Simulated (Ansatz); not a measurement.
The same hydrolysis along the group B, Al, In.

Program: Ansatz. Geometries: PBE0-D4/def2-TZVP. ΔE: electronic, gas phase. CBS: MP2 limit from def2 TZ/QZ plus the TZ coupled-cluster correction, frozen cores. This one scheme is used for every species. def2 core potentials past Kr. For Ge, In outer-core shells are correlated without core-valence functions, which leaves a few kJ/mol of doubt a bond. Scalar relativity is left out up to krypton. Each species was taken in one conformer, which may not be the lowest.

Order these by ΔE at CCSD(T)/CBS, lowest first. (Estimate.)
A. `[CH3][Al]([F])[GeH3]` + H₂O → `[CH3][Al]([OH])[F]` + GeH₄
B. `[CH3][In]([F])[GeH3]` + H₂O → `[CH3][In]([OH])[F]` + GeH₄
C. `C[B](F)[GeH3]` + H₂O → `CB(O)F` + GeH₄

C (-157.7 kJ/mol), A (-112.2 kJ/mol), B (+30.0 kJ/mol).

Largest T1 diagnostic: 0.016, for `[CH3][In]([OH])[F]`.
